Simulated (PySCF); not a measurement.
Computed with B3LYP-D3(BJ)/def2-TZVP run with PySCF. Gas-phase values, no solvent. One relaxed conformer stands for a flexible species; it need not be the lowest. B3LYP has the VWN-RPA correlation part, as in Gaussian. Delta-SCF ions had no search for a lower state. 

Reference species (SMILES): `OB(O)O` (neutral, multiplicity 1).

```json
{
 "HOMO–LUMO gap": "9.21 eV",
 "vertical ionisation energy (Delta-SCF)": "11.90 eV"
}
```

Changed species: `B` (3 of 3 OH replaced by H; the reference has 0 of 3 OH replaced by H).

Q: Predict the effect on the HOMO–LUMO gap and vertical ionisation energy (Delta-SCF).

A: the HOMO–LUMO gap decreases by 1.69 eV, to 7.52 eV; the vertical ionisation energy (Delta-SCF) goes up by 1.24 eV, to 13.14 eV.
